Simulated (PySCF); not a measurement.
CH10FNSi3, SMILES C[Si@H](F)N([SiH3])[SiH3].

Coordinates come from a TPSSh-D3(BJ)/def2-SVP optimisation. The structure was generated by enumeration; whether it is a known compound was not checked. Other conformers were not sampled.

Two levels are set side by side: TDA-PBE/def2-SVPD (PySCF) and TDA-PBE0/def2-SVPD (PySCF). Vertical, same geometry. The lowest singlet is HOMO→LUMO 99 % with PBE and HOMO→LUMO 98 % with the other functional; states are paired by order. Differences are taken from unrounded values.

```tsv
quantity	TDA-PBE0	TDA-PBE	TDA-PBE minus TDA-PBE0
lowest singlet excitation (eV)	6.20	5.51	-0.69
lowest triplet excitation (TDA) (eV)	5.87	5.25	-0.62
```

Functionals without exact exchange tend to place singlet excitations lower, as here. Differences between two approximate levels are no errors against the true value.

Rough cost on one machine, each run with all the roots and properties that it gave: TDA-PBE0 against TDA-PBE about 3 times.
